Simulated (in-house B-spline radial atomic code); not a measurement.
Settings and results of a run for Cd4+. Level of theory: Dirac-Kohn-Sham RPBE, spherical fractional occupations, Fermi nucleus of rms radius 4.6087 fm; calculated with a radial B-spline atomic code at the basis-set limit.

Command:
```bash
python run_scf.py task.json out
```
Settings (nuclear radius in fm, mass in u):
```
Z                48
configuration    [Kr] 4d8
hamiltonian      dirac
method           rpbe,pbe
spin_polarised   False
nucleus          fermi
rms_radius       4.6087
atomic_mass      113.90336
speed_of_light   137.035999084
```

Output (hartree, bohr):
```
 radial grid: 68 intervals, B-splines of order 8, outer radius 22.1277 bohr

 iter        energy (Eh)    residual
    1       -5577.623258    6.79e-01
    2       -5584.959528    5.16e-01
    3       -5591.590571    1.06e-01
    4       -5591.876321    2.03e-02
    5       -5591.884965    1.13e-02
    6       -5591.887644    3.99e-03
    7       -5591.888139    4.64e-04
    8       -5591.888145    4.68e-06
    9       -5591.888145    4.91e-07
   10       -5591.888145    1.02e-08

 total energy                     -5591.88814
 kinetic                            5863.8241
 electron-nucleus                 -13479.3538
 Hartree                            2176.9355
 exchange-correlation               -153.2939

 first-order corrections (not in the total)
   Gaunt                             4.2803
   retardation                      -0.4350
   frequency dependence             -0.0338
   self-energy                       2.8931
   Uehling                          -0.3652
   Wichmann-Kroll                    0.0070
   recoil                            0.0185

 orbital      occ     eigenvalue          <r>       <r^2>       <1/r>     <1/r^2>     <1/r^3>       r_max    small
 1s1/2      2.000      -976.2442    0.0303947  0.00124949     50.6462     5508.32           -     0.01967  3.10e-02
 2s1/2      2.000      -146.6328     0.131255   0.0203695     11.6939     626.232           -      0.1113  6.51e-03
 2p1/2      2.000      -136.6318     0.111221   0.0151989     11.6732     202.109           -     0.08598  6.52e-03
 2p3/2      4.000      -129.5599     0.116394   0.0165166     10.9356     162.956     3752.31     0.09032  6.25e-03
 3s1/2      2.000       -28.9759     0.357893    0.146627     4.10671     121.212           -       0.324  1.85e-03
 3p1/2      2.000       -24.9705      0.34928    0.141865     4.01258     38.8516           -      0.3104  1.79e-03
 3p3/2      4.000       -23.7067     0.360255    0.150702     3.83322     31.5874     682.382      0.3204  1.72e-03
 3d3/2      4.000       -16.6280     0.332452    0.131596      3.6726     17.0492     105.648      0.2641  1.60e-03
 3d5/2      6.000       -16.3711     0.335965    0.134244     3.62618     16.5365     99.2233       0.267  1.58e-03
 4s1/2      2.000        -5.8565     0.871433    0.858549     1.59365     24.3081           -      0.7938  4.85e-04
 4p1/2      2.000        -4.5592     0.924366    0.974546     1.47983     7.36744           -      0.8254  4.30e-04
 4p3/2      4.000        -4.3387     0.952318     1.03417     1.42451     6.02972     119.192      0.8494  4.09e-04
 4d3/2      3.200        -2.3130      1.14468     1.53586      1.1567     2.51356      12.843      0.9506  2.84e-04
 4d5/2      4.800        -2.2825      1.15627       1.567     1.14334      2.4359     12.0035      0.9597  2.79e-04
```

Cost of the run: 1.5 s on 1 thread of Arm Neoverse V2, with other jobs on the host.

For the Dirac Hamiltonian the kinetic term is c α·p + (β - 1)c².
